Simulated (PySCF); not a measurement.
## Orbital picture of SiSe⁺

B3LYP at R = 2.217 Å; basis Si 6-31G(d,p), Se 6-31G(d,p); no relativity; PySCF 2.14. State: ²Π (doublet), unpaired electrons π ↑. Only the outer orbitals are listed, counted within each symmetry.

| spin | orbital | occ. | ε (eV) | on Si (%) | main shells (%) |
| --- | --- | --- | --- | --- | --- |
| α | 10σ | 1 | -26.27 | 13 | 85 Se s, 9 Si s |
| α | 11σ | 1 | -19.17 | 68 | 68 Si s, 19 Se p, 13 Se s |
| α | 5π | 1 | -15.12 | 13 | 86 Se p, 12 Si p |
| α | 12σ | 1 | -14.37 | 54 | 45 Se p, 30 Si p, 23 Si s |
| α | 5π | 1 | -14.20 | 18 | 82 Se p, 17 Si p |
| α | 6π | 0 | -9.62 | 87 | 87 Si p, 12 Se p |
| α | 6π | 0 | -9.25 | 82 | 82 Si p, 17 Se p |
| α | 13σ | 0 | -5.89 | 82 | 79 Si p, 28 Se p |
| β | 10σ | 1 | -25.35 | 16 | 81 Se s, 11 Si s |
| β | 11σ | 1 | -18.90 | 68 | 68 Si s, 17 Se p, 15 Se s |
| β | 12σ | 1 | -14.20 | 54 | 45 Se p, 32 Si p, 20 Si s |
| β | 5π | 1 | -13.87 | 22 | 78 Se p, 21 Si p |
| β | 5π | 0 | -12.17 | 27 | 72 Se p, 27 Si p |
| β | 6π | 0 | -9.22 | 78 | 78 Si p, 21 Se p |
| β | 6π | 0 | -8.99 | 73 | 72 Si p, 27 Se p |

Q: Which are the highest filled and the lowest empty level, where do they sit, and how wide is the gap?

A: Highest filled β 5π at -13.87 eV (in %: 78 Se p, 21 Si p); lowest empty β 5π at -12.17 eV (in %: 72 Se p, 27 Si p); the gap at B3LYP is 1.70 eV. Both belong to one degenerate shell, split only by its one-sided filling, so this is no excitation gap.

The bond order (Mayer) is 1.65 and the ⟨S²⟩ is 0.754. The charge on Si (Mulliken, basis-dependent) is 0.75 and the charge on Si (Löwdin, basis-dependent) is 0.71. The dipole moment (positive dipole points towards Se; it is taken about the centre of mass and depends on that origin) is -4.23 D and the polarisability along the bond is 66.0 bohr³. The polarisability across the bond is 29.0 bohr³.

Spin–orbit coupling is left out. The state was picked by a PBE0 search and need not be the measured ground state.
